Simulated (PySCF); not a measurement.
# Molecular orbitals of FeP

r²SCAN0 at R = 2.091 Å; Fe def2-TZVPP, P def2-TZVPP; no relativity (PySCF 2.14). State: ⁶Σ⁺ (sextet), unpaired electrons σ ↑, π ↑↑, δ ↑↑. Only the outer orbitals are listed, counted within each symmetry.

```
spin  orbital  occ.  ε (eV)  on Fe (%)           main shells (%)
   α       1δ     1  -10.89        100                  100 Fe d
   α       1δ     1  -10.89        100                  100 Fe d
   α      10σ     1  -10.25         89                   88 Fe d
   α       4π     1   -9.91         93                   93 Fe d
   α       4π     1   -9.91         93                   93 Fe d
   α      11σ     1   -6.74         56           52 Fe s, 41 P p
   α       5π     1   -6.13         16           84 P p, 10 Fe p
   α       5π     1   -6.13         16           84 P p, 10 Fe p
   α      12σ     0   -2.45         63  37 P p, 32 Fe p, 28 Fe s
   α       6π     0    0.06         90                   87 Fe p
   α       6π     0    0.06         90                   87 Fe p
   β      10σ     1   -6.95         20           73 P p, 12 Fe s
   β       4π     1   -6.56         79           78 Fe d, 18 P p
   β       4π     1   -6.56         79           78 Fe d, 18 P p
   β       5π     0   -1.95         33  68 P p, 20 Fe d, 13 Fe p
   β       5π     0   -1.95         33  68 P p, 20 Fe d, 13 Fe p
   β      11σ     0   -1.81         98  76 Fe s, 14 Fe p, 8 Fe d
```

Problem. Which are the highest filled and the lowest empty level, where do they sit, and how wide is the gap?

Solution. Highest filled α 5π at -6.13 eV (in %: 84 P p, 10 Fe p); lowest empty α 12σ at -2.45 eV (in %: 37 P p, 32 Fe p, 28 Fe s); the gap at r²SCAN0 is 3.68 eV.

```
bond order (Mayer)                              : 2.08
⟨S²⟩                                            : 8.919
charge on Fe (Mulliken, basis-dependent)        : 0.33
charge on Fe (Löwdin, basis-dependent)          : -0.08
dipole moment (positive dipole means Fe(−)P(+)) : -4.15 D
```

With d or f electrons several states lie close, and the lowest PBE0 determinant need not be the measured ground state.
